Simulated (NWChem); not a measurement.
System: C3H6Se; SMILES [SeH]C1CC1

NWChem input:

```
start job
memory heap 200 mb stack 900 mb global 1100 mb
geometry units angstroms
  Se     0.691146    -0.447140    -0.289120
  C     -0.701873     0.320216     0.835843
  C     -2.074999     0.477325     0.263085
  C     -1.234735     1.684433     0.530551
  H      1.736587     0.436499     0.184576
  H     -0.605876     0.010941     1.869259
  H     -2.920130     0.272853     0.903350
  H     -2.232081     0.194441    -0.768034
  H     -0.829670     2.213380    -0.319382
  H     -1.489161     2.324528     1.362323
end
basis spherical
  * library def2-svp
end
dft
  xc xpbe96 cpbe96
  disp vdw 4
  iterations 150
end
driver
  maxiter 120
end
task dft optimize
task dft freq
```

This build's default masses of Se (78.918 u) and Br (79.917 u) are each other's, which moves their modes by up to 0.6 %.

The level has its own optimisation; frequencies are unscaled. Brackets give each atom's bonded neighbours.

Give the results of this calculation. (PBE-D3(BJ)/def2-SVP.) Quantities: r C–Se (Å); r H–Se (Å); r C–C [C(CCHH)–C(CCHSe)] (Å); r C–H [C(CCHSe)–H(C)] (Å); highest harmonic frequency (cm⁻¹); lowest (cm⁻¹); zero-point energy (kcal/mol); dipole (D).


- r C–Se (Å): 1.942
- r H–Se (Å): 1.488
- r C–C [C(CCHH)–C(CCHSe)] (Å): 1.511
- r C–H [C(CCHSe)–H(C)] (Å): 1.102
- highest harmonic frequency (cm⁻¹): 3163
- lowest (cm⁻¹): 192
- zero-point energy (kcal/mol): 48.3
- dipole (D): 1.30
